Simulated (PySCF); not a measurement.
## Ir²⁺ (iridium, charge +2): BLYP calculation

Configuration: [Xe] 4f14 5d7, high-spin 4F determinant. Computed with PySCF 2.14 in aug-cc-pwCVDZ-PP with ECP60MDF, with a scalar-relativistic core potential.

- Total energy: -103.4079 hartree
- One-electron energy: -169.0963 hartree
- Hartree (Coulomb) energy: 75.6676 hartree
- Exchange-correlation energy: -9.9792 hartree
- ⟨S²⟩: 3.7509
- ⟨L²⟩: 12.006
- Sum of ⟨r⟩: 20.48 bohr
- Sum of ⟨r²⟩: 32.98 bohr²
- Time after the integrals: 0.8 s of wall time on 1 thread of Neoverse-V2 (shared host)

```
shell  electrons  mean orbital energy (eV)  spread (eV)  rms radius, mean of both spins (bohr)
 5s α          1                   -115.58            0                                   1.05
 5s β          1                   -113.75            0                                   1.05
 5p α          3                   -73.242            0                                   1.21
 5p β          3                   -71.140            0                                   1.21
 5d α          5                   -25.136        0.785                                   1.77
 5d β          2                   -23.553            0                                   1.77
```

Energies and moments cover only the electrons outside the core potential. Spin-orbit coupling, absent here, splits the open shell strongly.
